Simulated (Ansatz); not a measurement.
Which method gave which barrier?

Saddle point of SiNH$_{6}$OF, singlet (SiNH₄F ([NH2][SiH2][F]) + H₂O → SiNH₅O ([NH2][SiH2][OH]) + HF; bonds formed: Si1–O7, F2–H6; bonds broken: Si1–F2, H6–O7), PBE0-D4/def2-TZVP structure:

Si1  (-0.506, -0.033, -0.065)
F2  (1.062, -1.159, -0.531)
H3  (-1.266, -0.987, -0.903)
H4  (-1.452, 1.123, 0.096)
N5  (-0.081, -0.280, 1.549)
H6  (1.185, -0.071, -1.157)
O7  (0.650, 0.897, -1.142)
H8  (0.591, -0.967, 1.843)
H9  (-0.475, 0.271, 2.290)
H10  (0.292, 1.208, -1.979)
(Å)

Program: Ansatz 0.2.0. Basis: def2-TZVPP, with def2-QZVPP for the basis limit. Cores are frozen in the correlated methods. Extrapolation: Hartree–Fock as exp(−7.88 √X), correlation as X^−2.97. Four methods, as single points on the PBE0-D4 structures, gave these electronic barriers from the start structure: 0.587, 1.104, 1.202, 1.808 eV.

(1) The methods were, in alphabetical order, HF, MP2, PBE0-D4, SPW92. Which gave which? (A judgement: the text doesn't fix the answer.)

T1 diagnostic: at most 0.012.

Answers

(1) By the calculation: SPW92 0.587; PBE0-D4 1.104; MP2 1.202; HF 1.808 eV. For comparison, CCSD(T) at an estimated basis limit (MP2 extrapolated from triple and quadruple zeta, plus CCSD(T) − MP2 in triple zeta) gives 1.261 eV.

The step is the kind of ligand exchange by which a precursor binds to a hydroxyl group, or is hydrolysed, in atomic layer deposition of oxides.

Labels in which every atom is bracketed show which atoms are joined, not bond orders.

For scale, one of the runs: CCSD(T)/def2-TZVPP, 219 basis functions, launched by `ansatz run in.yaml --threads 4 --pin off --events-out ev --progress --plain --max-ram 9574MiB`. The run took 2.3 min on 4 CPU threads of an AMD EPYC (shared host), with 3.5 GiB of host memory at its peak.
